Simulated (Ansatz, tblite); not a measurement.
Forces on Be2Cl4⁻ at its B3LYP-D4/def2-SVPD geometry. Total charge -1; doublet.

The xTB rows come from tblite. At PBE-D4/def2-TZVPD the highest occupied level of the charge -1 doublet lies above zero (up to 0.14 eV). It is a level of α spin, whose loss leaves a singlet; that state wasn't run at this geometry and level. The electron is either unbound and held by the finite basis, or the level is raised by self-interaction error. Another isomer (doublet) lies 0.34 eV lower at PBE0-D4/def2-TZVPD; other spin states weren't run for this one.

GFN1-xTB (tblite), largest force 0.47 eV/Å:

```xyz
6
positions Å, forces eV/Å
Be    1.721   -0.052   -0.163    0.158   -0.004   -0.015
Be   -0.648    0.020    0.062    0.466   -0.015   -0.045
Cl    0.676    0.662    1.623   -0.169   -0.061   -0.148
Cl    0.421   -1.807   -0.294   -0.145    0.179    0.039
Cl   -2.567    0.076    0.243   -0.168    0.005    0.016
Cl    0.396    1.101   -1.470   -0.142   -0.104    0.153
```

GFN2-xTB (tblite), largest force 0.61 eV/Å:

```
Be -0.337 0.011 0.032
Be 0.039 -0.003 -0.004
Cl -0.122 -0.224 -0.551
Cl -0.038 0.600 0.089
Cl 0.487 -0.014 -0.046
Cl -0.029 -0.370 0.481
```

PBE-D4/def2-TZVPD (Ansatz), largest force 0.68 eV/Å:

```
Be -0.680 0.021 0.065
Be 0.320 -0.010 -0.031
Cl -0.003 -0.114 -0.281
Cl 0.039 0.298 0.039
Cl 0.280 -0.008 -0.026
Cl 0.043 -0.187 0.234
```
